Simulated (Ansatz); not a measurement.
Geometry optimisation, Ansatz, RHF/cc-pVDZ.

The input (input.yaml):

```yaml
crystal:
  periodic: [false, false, false]
  atoms:
    - { symbol: B, position_ang: [0.000768, 0.494588, -0.513662] }
    - { symbol: Cl, position_ang: [0.129444, -0.015198, 2.51516] }
    - { symbol: "N", position_ang: [1.263348, 0.07052, -0.87317] }
    - { symbol: H, position_ang: [1.432544, -0.829282, -1.268965] }
    - { symbol: H, position_ang: [2.082021, 0.596384, -0.646844] }
    - { symbol: Cl, position_ang: [-1.449833, -0.46466, -0.882732] }
    - { symbol: F, position_ang: [-0.18959, 1.685988, 0.049434] }
    - { symbol: H, position_ang: [-0.294603, 1.169559, 2.106479] }
basis:
  gaussian: { orbitals: cc-pVDZ }
hamiltonian:
  xc: hf
relax:
  f_tol: 0.03
  max_steps: 50
```

Command:

```bash
$ ansatz run input.yaml --threads 1 --pin off --max-ram 2048MiB --backend cpu --events-out ev --progress --plain --runs-dir out
```

Problem. Where does it end, and by what steps?

Solution. The run converged. The force dipped under the threshold on the way, but the program's further checks kept it going. After 25 steps the energy has fallen by 0.205 eV; Cl2 moved furthest, 1.71 Å.

```csv
step,energy less start (eV),largest force component (eV/Å),accepted
0,0.0000,1.289,yes
1,-0.0987,0.736,yes
2,-0.1431,0.422,yes
3,-0.1497,0.691,yes
4,-0.1700,0.348,yes
5,-0.1833,0.102,yes
6,-0.1869,0.327,yes
7,-0.1897,0.336,yes
8,-0.1937,0.227,yes
9,-0.1961,0.141,yes
10,-0.1986,0.021,yes
11,-0.1937,0.594,no
12,-0.1999,0.108,yes
13,-0.1993,0.236,no
14,-0.2012,0.028,yes
15,-0.2019,0.036,yes
16,-0.2027,0.087,yes
17,-0.2030,0.120,yes
18,-0.2035,0.076,yes
19,-0.2039,0.049,yes
20,-0.2030,0.196,no
21,-0.2040,0.028,yes
22,-0.2043,0.050,yes
23,-0.2044,0.052,yes
24,-0.2045,0.036,yes
25,-0.2046,0.015,yes
```

```xyz
8
Properties=species:S:1:pos:R:3
B 0.049 0.240 -0.742
Cl -0.169 0.947 3.898
N 1.314 0.045 -1.255
H 1.480 -0.420 -2.121
H 2.131 0.362 -0.775
Cl -1.414 -0.317 -1.575
F -0.116 0.870 0.430
H -0.300 0.981 2.626
```

The run took 110 s on 1 thread of Intel(R) Xeon(R) Platinum 8259CL CPU @ 2.50GHz (Skylake/Cascade Lake) (shared host), peak memory 0.21 GiB.
